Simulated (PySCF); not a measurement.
FH₂NSe, SMILES F[Se]N.

The structure is a stationary point at PBE0-D3(BJ)/def2-TZVP. Other conformers were not sampled.

Computed with PySCF with TDA-ωB97X/def2-SVPD.

Vertical excitations. Isolated molecule, no solvent. State labels are in the subgroup Cs.

Computed UV-visible absorptions:
| state | symmetry | energy (eV) | λ (nm) | f | main pairs |
|---|---|---|---|---|---|
| S1 | A" | 3.85 | 322 | 0.001 | HOMO→LUMO 95 % |
| S2 | A" | 5.53 | 224 | 0.007 | HOMO→LUMO+1 81 %, HOMO→LUMO+5 15 % |
| S3 | A" | 6.66 | 186 | 0.103 | HOMO→LUMO+2 94 % |
| S4 | A' | 7.32 | 169 | 0.069 | HOMO−1→LUMO 80 % |
| S5 | A' | 7.55 | 164 | 0.024 | HOMO−1→LUMO+1 51 %, HOMO→LUMO+3 36 % |
| S6 | A' | 7.69 | 161 | 0.035 | HOMO→LUMO+3 60 %, HOMO−1→LUMO+1 26 % |
| S7 | A" | 7.99 | 155 | 0.022 | HOMO→LUMO+4 61 %, HOMO→LUMO+5 22 % |
| S8 | A' | 8.11 | 153 | 0.081 | HOMO−2→LUMO 71 % |
| S9 | A" | 8.31 | 149 | 0.012 | HOMO→LUMO+5 52 %, HOMO→LUMO+4 30 %, HOMO→LUMO+1 8 % |
| S10 | A' | 9.07 | 137 | 0.021 | HOMO−1→LUMO+2 64 %, HOMO−1→LUMO+5 25 % |
| T1 | A" | 2.99 | 415 | 0 | HOMO→LUMO 92 % |
| T2 | A" | 4.63 | 268 | 0 | HOMO→LUMO+1 67 %, HOMO→LUMO+5 28 % |
| T3 | A' | 6.04 | 205 | 0 | HOMO−1→LUMO 89 % |
| T4 | A" | 6.64 | 187 | 0 | HOMO→LUMO+2 92 % |
Triplets are in the Tamm–Dancoff approximation.
